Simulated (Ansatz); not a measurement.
Basis-set extrapolation for C6H3Al, SMILES `C#[C][Al]([C]#C)[C]#C` (PBE0-D4/def2-TZVP geometry, frozen core, Ansatz). Multiplicity 1, RHF reference.

```csv
,def2-TZVPP,def2-QZVPP
HF,-470.834889,-470.850494
MP2 correlation,-0.949453,-1.011934
CCSD(T) correlation,-1.028977,not run
```

Energies in hartree. Use E(X) = E(∞) + A·exp(−7.88·√X) for Hartree–Fock and E(X) = E(∞) + B·X^(−2.97) for correlation, with X = 3 and 4, and add CCSD(T) minus MP2 of the smaller set to the MP2 limit.

Task: What is the CCSD(T) energy at the basis-set limit?

Result: HF limit: -470.850494 + (-0.015605) × 0.13774 = -470.85264. MP2 limit: -1.011934 + (-0.062481) × 0.74074 = -1.05822. Higher-order term: -1.028977 − (-0.949453) = -0.07952. Total: -471.99038 hartree, 332.2 kJ/mol below CCSD(T)/def2-TZVPP.
